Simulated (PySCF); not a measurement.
CdCl, charge +1, singlet, at a GFN2-xTB geometry (such geometries of metal compounds can be far from the true shape) (all electrons, no relativity), with bond 2-1 at 1.6 times its length. Base run: CAMB3LYP/3-21G (PySCF).

Here is a job for PySCF.
```python
from pyscf import gto, scf, dft

mol = gto.M(
    atom='''
Cd   -0.000000   -0.000000   -0.577064
Cl    0.000000    0.000000    2.953212
''',
    basis='3-21g',
    charge=1,
    spin=0,
    verbose=4,
)

mf = dft.RKS(mol)
mf.xc = 'camb3lyp'
mf.kernel()
mf.analyze()
```

Variants of this job, named by their change:

| change | ΔE vs base (µEh) | SCF cycles | outcome |
|---|---|---|---|
| base | 0.0 | 11 | converged |
| level_shift = 0.5 (with mf.max_cycle = 100) | 0.0 | 20 | converged |
| DIIS = ADIIS | 0.0 | 19 | converged |
| init_guess = sap | 0.0 | 12 | converged |
| conv_tol = 1e-12 | 0.0 | 12 | converged |
| conv_tol_grad = 1e-7 | 0.0 | 13 | converged |
| solver = newton | 0.0 | - | converged |
| init_guess = 1e | 0.0 | 23 | converged |
| level_shift = 0.1 (with mf.max_cycle = 100) | 0.0 | 13 | converged |
| init_guess = mod_huckel | 0.0 | 40 | converged |
| solver = newton; init_guess = 1e | 0.0 | - | converged |
| DIIS = EDIIS | - | 50 | not converged |
| init_guess = atom | 0.0 | 10 | converged |
